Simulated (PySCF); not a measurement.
# Working out the ionisation energy of S(2+)

S(2+) [Ne] 3s2 3p2 (3P) → S(3+) [Ne] 3s2 3p1 (2P). Computed with PySCF 2.14 in an uncontracted even-tempered set (20 s from 0.028 bohr⁻², ratio 2.5; 14 p from 0.036 bohr⁻², ratio 2.5; 6 d from 0.67 bohr⁻², ratio 2.7; 5 f from 1 bohr⁻², ratio 2.7), with the non-relativistic Hamiltonian (point nucleus). Frozen: 1s2; the 22 highest virtual orbitals dropped. Energies in hartree (1 hartree = 27.21139 eV):

```
             part  S(2+) (lower)  S(3+) (upper)
              UHF    -396.336836    -395.081742
MP2 opposite-spin      -0.287577      -0.278356
    MP2 same-spin      -0.097795      -0.089710
```

Question: What does Hartree-Fock give?

Answer: (-395.081742) − (-396.336836) = 1.255094 hartree = 34.153 eV.

Question: What do MP2 and SCS-MP2 (6/5 opposite-spin, 1/3 same-spin) give?

Answer: The opposite-spin parts differ by 0.251 eV and the same-spin parts by 0.220 eV. MP2: 34.153 + (0.251) + (0.220) = 34.624 eV. SCS-MP2: 34.153 + 1.2 × (0.251) + (0.220)/3 = 34.528 eV.

A first-order spin-orbit estimate adds -0.009 eV to MP2 (outer shells), giving 34.615 eV against 34.86 ± 0.04 eV (semi-empirical (NIST evaluation); NIST Atomic Spectra Database, ionization energies).

What remains against the reference includes basis incompleteness, the frozen core and correlation beyond second order.
